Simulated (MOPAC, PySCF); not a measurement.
HCl₂In, SMILES `[Cl][InH][Cl]`, neutral singlet in the gas phase. 

Cartesian coordinates (Å):
```xyz
4

Cl    -1.9075    -1.1255    -0.0535
In    -0.0054     0.2264    -0.0948
Cl     1.9594    -1.0330    -0.1177
H     -0.0465     1.9321    -0.1069
```
Charge 0, spin multiplicity 1.

All levels are single points at this geometry (PBE-D3(BJ)/def2-TZVP); Pople sets use spherical d functions. Orbital energies aren't observables, and empty levels follow the basis.

M06-2X/6-31G* (LANL2DZ on In) in PySCF gives gap (eV) = 8.63.

Question: Estimate the gap (eV) from each of these levels: PBE-D3(BJ)/def2-TZVP in PySCF; B3LYP/6-311+G** (LANL2DZ on In) in PySCF; B3LYP/6-31G* (LANL2DZ on In) in PySCF; B3LYP/LANL2DZ in PySCF; BP86/6-31G* (LANL2DZ on In) in PySCF; PBE/6-31G* (LANL2DZ on In) in PySCF; SVWN5/6-31G* (LANL2DZ on In) in PySCF; HF/6-31G* (LANL2DZ on In) in PySCF; AM1 in MOPAC; PM3 in MOPAC; PM6 in MOPAC; PM7 in MOPAC.

Answer: 
```csv
level,gap (eV)
PBE-D3(BJ)/def2-TZVP in PySCF,4.71
B3LYP/6-311+G** (LANL2DZ on In) in PySCF,6.41
B3LYP/6-31G* (LANL2DZ on In) in PySCF,6.37
B3LYP/LANL2DZ in PySCF,6.33
BP86/6-31G* (LANL2DZ on In) in PySCF,4.78
PBE/6-31G* (LANL2DZ on In) in PySCF,4.74
SVWN5/6-31G* (LANL2DZ on In) in PySCF,4.75
HF/6-31G* (LANL2DZ on In) in PySCF,12.52
AM1 in MOPAC,9.58
PM3 in MOPAC,7.70
PM6 in MOPAC,10.14
PM7 in MOPAC,10.51
```
